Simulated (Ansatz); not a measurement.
| atom | x (Å) | y (Å) | z (Å) |
| --- | --- | --- | --- |
| C | 1.4300 | 0.0000 | 0.0000 |
| C | 0.7150 | 1.2384 | 0.0000 |
| C | -0.7150 | 1.2384 | 0.0000 |
| C | -1.4300 | 0.0000 | 0.0000 |
| C | -0.7150 | -1.2384 | 0.0000 |
| C | 0.7150 | -1.2384 | 0.0000 |
| H | 2.5150 | 0.0000 | 0.0000 |
| H | 1.2575 | 2.1780 | 0.0000 |
| H | -1.2575 | 2.1780 | 0.0000 |
| H | -2.5150 | 0.0000 | 0.0000 |
| H | -1.2575 | -2.1780 | 0.0000 |
| H | 1.2575 | -2.1780 | 0.0000 |

Basis set: 6-31G (spherical functions). Charge 0, multiplicity 3.

Computed with Ansatz (development build ahead of 0.2.0); each method stands on the lowest determinant of its kind that the runs found. Restricted functionals stand beside restricted open-shell atoms, which can lie above the unrestricted atoms usual in DFT and then raise those values.

The atomization energy at this shape (free ground-state atoms in the same class of orbitals less the molecule, no zero-point energy) of triplet C₆H₆:

```json
{"method": "PBE0 (restricted open-shell)", "atomization energy": "54.73 eV"}
{"method": "UHF", "atomization energy": "39.41 eV"}
{"method": "ROHF", "atomization energy": "38.70 eV"}
```

(1) What does PBE0 (unrestricted) give?

Answers

(1) 54.83 eV. Caution for UHF: the unrestricted determinant is spin contaminated. Caution for ROHF: an unrestricted determinant lies well below.

This basis has no polarisation functions and is too small for such energies, which can lie far from measured ones in either direction.
